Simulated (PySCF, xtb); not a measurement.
Sn(OH)3(NH2) (H5NO3Sn), SMILES [NH2][Sn]([OH])([OH])[OH].

GFN2-xTB in xtb 6.7.1 at its own geometry gives an orbital gap of 4.52 eV and a dipole moment of 0.61 D.

Coordinates come from a B3LYP-D3(BJ)/def2-SVP optimisation. The structure was generated by enumeration; whether it is a known compound was not checked. The def2 effective core potentials stand for the cores of Sn; spin–orbit coupling is left out. The values are those of a single conformer.

Problem. What does CAM-B3LYP/def2-TZVP (PySCF) give? (The exact figures need the calculation; the answer reports its results.)

Solution. gap 8.98 eV (levels -9.56 and -0.58 eV), dipole 0.74 D.
